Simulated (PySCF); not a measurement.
Re(O)3(Me) (CH3O3Re), SMILES [CH3][Re](=[O])(=[O])=[O], multiplicity 1. Heavy atoms are numbered as in [Re:1](=[O:2])(=[O:3])(=[O:4])[CH3:5]. Hydrogens are named by the atom that carries them.

Geometry: r2SCAN-D4/def2-SVP. The spin state was assumed, not searched. The isomer is the one that the SMILES or the coordinates give; other isomers of the formula were not compared. The def2 effective core potentials stand for the cores of Re; spin–orbit coupling is left out.

Computed with HF/def2-TZVP run with PySCF.

ESP charges are fitted to the potential on shells at 1.4 to 2.0 van der Waals radii. Atomic charges (e), one atom of each kind:

```csv
atom,Mulliken,ESP fit,Löwdin
Re1,1.86,1.62,1.23
O2,-0.59,-0.51,-0.39
C5 (CH3),-0.64,-0.85,-0.48
H on C5,0.18,0.25,0.13
```
